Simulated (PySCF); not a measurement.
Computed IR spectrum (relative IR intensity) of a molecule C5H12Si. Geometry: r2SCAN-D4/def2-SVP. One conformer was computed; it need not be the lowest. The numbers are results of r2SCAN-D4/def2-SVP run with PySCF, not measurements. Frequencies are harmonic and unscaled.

Lines under 2 % of the strongest are left out, and lines within 2 cm⁻¹ are merged.

```json
[
 {"ν (cm⁻¹)": "506", "relative intensity": "2.7"},
 {"ν (cm⁻¹)": "547", "relative intensity": "5.4"},
 {"ν (cm⁻¹)": "648", "relative intensity": "2.0"},
 {"ν (cm⁻¹)": "736", "relative intensity": "7.8"},
 {"ν (cm⁻¹)": "788", "relative intensity": "2.2"},
 {"ν (cm⁻¹)": "824", "relative intensity": "16"},
 {"ν (cm⁻¹)": "919", "relative intensity": "98"},
 {"ν (cm⁻¹)": "940", "relative intensity": "3.7"},
 {"ν (cm⁻¹)": "945", "relative intensity": "12"},
 {"ν (cm⁻¹)": "949", "relative intensity": "17"},
 {"ν (cm⁻¹)": "1063", "relative intensity": "2.3"},
 {"ν (cm⁻¹)": "1175", "relative intensity": "2.3"},
 {"ν (cm⁻¹)": "1213", "relative intensity": "2.2"},
 {"ν (cm⁻¹)": "1364", "relative intensity": "4.7"},
 {"ν (cm⁻¹)": "1417", "relative intensity": "2.6"},
 {"ν (cm⁻¹)": "1452", "relative intensity": "2.1"},
 {"ν (cm⁻¹)": "2212", "relative intensity": "36"},
 {"ν (cm⁻¹)": "2217", "relative intensity": "100"},
 {"ν (cm⁻¹)": "3014", "relative intensity": "4.1"},
 {"ν (cm⁻¹)": "3024", "relative intensity": "4.9"},
 {"ν (cm⁻¹)": "3036", "relative intensity": "22"},
 {"ν (cm⁻¹)": "3041", "relative intensity": "9.0"},
 {"ν (cm⁻¹)": "3054", "relative intensity": "16"},
 {"ν (cm⁻¹)": "3074", "relative intensity": "4.9"},
 {"ν (cm⁻¹)": "3104", "relative intensity": "6.4"},
 {"ν (cm⁻¹)": "3108", "relative intensity": "8.9"},
 {"ν (cm⁻¹)": "3124", "relative intensity": "20"}
]
```

**Question.** Identify the compound among the candidates.
(A) CC(C)=C(C)[SiH3]
(B) C=C[Si](C)(C)C
(C) [SiH3]CC1CCC1
(D) CC[SiH2]C1CC1

**Answer.** C, [SiH3]CC1CCC1
